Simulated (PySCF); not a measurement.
Input for PySCF: R-M06-2X/def2-TZVPP on H2OSSn (SMILES [OH][Sn][SH]), a point of a torsion scan. Elements past Kr take the def2 small-core potentials; no spin–orbit coupling.

```python
from pyscf import gto, dft

mol = gto.M(
    atom='''
    O    -1.08577932    0.55715893   -0.75631905
    Sn   -0.19233524   -1.18218607   -0.13270418
    S     2.06550501   -0.24005524   -0.19328818
    H    -1.95789499    0.88681906   -0.55774570
    H     1.64332840    0.93725814   -0.61704558
    ''',
    basis='def2-tzvpp',
    ecp={'Sn': 'def2-tzvpp'},
    charge=0, spin=0, verbose=4, max_memory=1800)
mf = dft.RKS(mol, xc='m062x').density_fit(auxbasis='def2-universal-jkfit')
mf.grids.level = 4
mf.conv_tol = 1e-9
mf.max_cycle = 150
mf.kernel()
mf.dip_moment()
```

The head of its log:

```
PySCF version 2.14.0

[INPUT] verbose = 4
[INPUT] num. atoms = 5
[INPUT] num. electrons = 48
[INPUT] charge = 0
[INPUT] spin (= nelec alpha-beta = 2S) = 0
[INPUT] symmetry False subgroup None
[INPUT] Mole.unit = angstrom
[INPUT] Symbol           X                Y                Z      unit          X                Y                Z       unit  Magmom
[INPUT]  1 O     -1.085779320000   0.557158930000  -0.756319050000 AA   -2.051825546516   1.052877785556  -1.429235867291 Bohr   0.0
[INPUT]  2 Sn    -0.192335240000  -1.182186070000  -0.132704180000 AA   -0.363460927702  -2.234007900576  -0.250774555785 Bohr   0.0
[INPUT]  3 S      2.065505010000  -0.240055240000  -0.193288180000 AA    3.903238777817  -0.453638658367  -0.365261723316 Bohr   0.0
[INPUT]  4 H     -1.957894990000   0.886819060000  -0.557745700000 AA   -3.699885311758   1.675845145444  -1.053986620154 Bohr   0.0
[INPUT]  5 H      1.643328400000   0.937258140000  -0.617045580000 AA    3.105440608720   1.771161192619  -1.166047152573 Bohr   0.0

nuclear repulsion = 164.896823788387
number of shells = 53
number of NR pGTOs = 232
number of NR cGTOs = 151
basis = def2-tzvpp
ecp = {'Sn': 'def2-tzvpp'}


******** <class 'pyscf.df.df_jk.DFRKS'> ********
method = DFRKS
initial guess = minao
damping factor = 0
level_shift factor = 0
DIIS = <class 'pyscf.scf.diis.CDIIS'>
diis_start_cycle = 1
diis_space = 8
diis_damp = 0
SCF conv_tol = 1e-09
SCF conv_tol_grad = None
SCF max_cycles = 150
direct_scf = False
XC library pyscf.dft.libxc version 7.1.2
    S. Lehtola, C. Steigemann, M. J. T. Oliveira, and M. A. L. Marques,  SoftwareX 7, 1–5 (2018)
XC functionals = m062x
    Y. Zhao and D. G. Truhlar,  Theor. Chem. Acc. 120, 215 (2008)
    Y. Zhao and D. G. Truhlar,  Theor. Chem. Acc. 120, 215 (2008)
radial grids:
    Treutler-Ahlrichs [JCP 102, 346 (1995); DOI:10.1063/1.469408] (M4) radial grids

becke partition: Becke, JCP 88, 2547 (1988); DOI:10.1063/1.454033
pruning grids: <function nwchem_prune>
grids dens level: 4
symmetrized grids: False
atomic radii adjust function: <function treutler_atomic_radii_adjust>
small_rho_cutoff = 0
Set gradient conv threshold to 3.16228e-05
Initial guess from minao.
tot grids = 120496
******** <class 'pyscf.df.df.DF'> ********
auxbasis = def2-universal-jkfit
init E= -651.936661813521
  HOMO = -0.621237140339298  LUMO = -0.519735482592926  gap/eV = 2.76200
cycle= 1 E= -687.46719369943  delta_E= -35.5  |g|= 2.59  |ddm|= 30.7
  HOMO = -0.0786456813675584  LUMO = -0.0252749045717535  gap/eV = 1.45229
cycle= 2 E= -685.42743938567  delta_E= 2.04  |g|= 3.55  |ddm|= 9.42
  HOMO = -0.219149598382887  LUMO = -0.0599013250323124  gap/eV = 4.33337
```

Task: Give the final energy of this run.

Result: -688.9152 hartree.
